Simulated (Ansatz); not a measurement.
Isomers of C3H10BN, relaxed with PBE0-D4/def2-TZVP in Ansatz; electronic energies, one conformer each and not always the lowest. Functionals use def2-TZVPP; CBS adds triple-zeta CCSD(T) − MP2 to the MP2 limit of def2-TZVPP and def2-QZVPP.

Task: Order them by energy at frozen-core CCSD(T)/CBS, lowest first. (Best estimate.)
A. `CNB(C)C`
B. `CBN(C)C`
C. `BN(C)CC`

Result: A (0.0 kcal/mol), B (15.4 kcal/mol), C (24.1 kcal/mol).

Task: How do B3LYP, ωB97M-V, PBE0-D4, B2PLYP place them (kcal/mol, against `CNB(C)C`)? (Estimate.)

Result: The calculation gave: 
```tsv
isomer	B3LYP	ωB97M-V	PBE0-D4	B2PLYP
`CBN(C)C`	15.4	15.8	15.8	15.3
`BN(C)CC`	25.2	25.0	25.4	24.6
```

B3LYP here is the variant with VWN-RPA as its local correlation; programs differ in this.
